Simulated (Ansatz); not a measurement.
Ansatz (a first-principles code) input (CCSD(T)/def2-QZVPPD):
A basis named .json is the Basis Set Exchange file of that set.

Ansatz 0.2 input:
```yaml
crystal:
  periodic: [false, false, false]
  atoms:
    - {symbol: Si, position_ang: [-1.47749156, -0.02174932, 0.02193659]}
    - {symbol: Br, position_ang: [0.75739477, 0.01114918, -0.01124518]}
    - {symbol: H, position_ang: [-1.96323663, 1.36899130, -0.06224839]}
    - {symbol: H, position_ang: [-1.94715450, -0.80649584, -1.13598588]}
    - {symbol: H, position_ang: [-1.91354387, -0.64822630, 1.28470332]}
basis:
  gaussian:
    orbitals: def2-QZVPPD.json
magnetization: {spin_polarized: false}
correlation: {method: ccsd_t, electrons: outside_noble_gas}
```

End of the output:

```
19 core orbitals not correlated
reference -77911.86896747 eV, -2863.2083739929 hartree; 7, 7 occupied and 247, 247 virtual orbitals, 1641 factors
second order -8.69726816 eV of doubles, -0.00000000 eV of singles
coupled cluster: 15.90 GiB planned
cycle   1  -9.32954476 eV  change   -6.3e-1 eV  update   6.3e-2
cycle   2  -9.58620515 eV  change   -2.6e-1 eV  update   1.9e-2
cycle   3  -9.61540664 eV  change   -2.9e-2 eV  update   6.9e-3
cycle   4  -9.61116453 eV  change    4.2e-3 eV  update   1.8e-3
cycle   5  -9.61084891 eV  change    3.2e-4 eV  update   5.8e-4
cycle   6  -9.61081123 eV  change    3.8e-5 eV  update   1.7e-4
cycle   7  -9.61078894 eV  change    2.2e-5 eV  update   4.5e-5
cycle   8  -9.61080417 eV  change   -1.5e-5 eV  update   1.4e-5
cycle   9  -9.61080857 eV  change   -4.4e-6 eV  update   4.6e-6
perturbative correction -0.36525342 eV, -0.0134228156 hartree
Total energy: -77921.84502945 eV, -2863.5749875089 hartree
```
